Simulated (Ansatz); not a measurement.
Isolated molecules relaxed with PBE0-D4/def2-TZVP in Ansatz; ΔE leaves out vibrations. CCSD(T)/CBS adds triple-zeta CCSD(T) − MP2 to the extrapolated MP2 energy (def2 sets, frozen cores). This one scheme is used for every species. DFT in def2-TZVPP. Elements past krypton have def2 core potentials. For Nb outer-core shells are correlated without core-valence functions, which leaves a few kJ/mol of doubt a bond. Each species was taken in one conformer, which may not be the lowest.

`[NH2][Nb]([OH])([F])=[S]` + H–F → `[NH2][Nb]([F])([F])=[S]` + H₂O  (ligand exchange at the Nb–O bond)

```tsv
level	ΔE (eV)
r2SCAN0-D4	-0.33
LC-ωPBE	-0.37
```

(1) What does CCSD(T)/CBS give? (Best estimate.)

Largest T1 diagnostic among the species: 0.023, so the coupled-cluster value is less sure than usual.

Results:

(1) Ansatz gave: -0.29 eV. The listed levels differ from it by -0.04, -0.08 eV.

Leaving LDA and LC-ωPBE aside and taking each functional with its dispersion term where it has one, the values, not all of them listed here, spread over 0.10 eV, from B97M-V to PBE-QIDH. LDA lies +0.08 eV from PBE without D4. In def2-TZVPP, CCSD(T) changes the Hartree–Fock value by +0.05 eV (the triples alone add +0.00 eV) and MP2 by +0.08 eV.
